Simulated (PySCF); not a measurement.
## Two probes of the same atoms: core binding energy and nuclear shielding

Compound: C3H7BO.
Structure used (PBE0-D3(BJ)/def2-SVP), in Å, numbered top down from 1:
```
atom  x, y, z in Å
C1     2.7071   -0.0209    0.0611
C2     1.5147   -0.6333    0.1096
B3     0.1884    0.1699    0.0610
O4    -0.9847   -0.4915    0.1119
C5    -2.2299    0.1509    0.0634
H6     2.7781    1.0706   -0.0126
H7     3.6573   -0.5657    0.0916
H8     1.4888   -1.7282    0.1825
H9     0.1914    1.3858   -0.0241
H10   -2.7965   -0.2118   -0.8086
H11   -2.8048   -0.0934    0.9704
H12   -2.1224    1.2460   -0.0094
```

Binding energies: PySCF, delta-SCF UKS SCAN, pcX-2 on the ionised atom, pcseg-1 elsewhere, spin-free X2C. Shieldings: GIAO HF/pcSseg-2, non-relativistic, same geometry.

| atom | isotropic shielding (ppm) |
| --- | --- |
| C1 | 35.4 |
| C2 | 44.0 |
| C5 | 134.6 |

Q: What are the C 1s binding energies of these atoms?

A: 
```json
{"atom": "C2", "environment": "alkene CH carbon", "C 1s (eV)": "289.96", "isotropic shielding (ppm)": "44.0"}
{"atom": "C1", "environment": "terminal =CH2 carbon", "C 1s (eV)": "290.43", "isotropic shielding (ppm)": "35.4"}
{"atom": "C5", "environment": "methoxy carbon", "C 1s (eV)": "292.47", "isotropic shielding (ppm)": "134.6"}
```

Q: Among the listed atoms, is the one with the highest binding energy also the least shielded?

A: No. The highest binding energy is at C5 (292.47 eV, shielding 134.6 ppm), the lowest shielding at C1 (35.4 ppm, 290.43 eV).

By binding energy: C2 < C1 < C5. By shielding: C1 < C2 < C5.

Geometry: PBE0-D3(BJ)/def2-SVP, one conformer, isolated molecule.
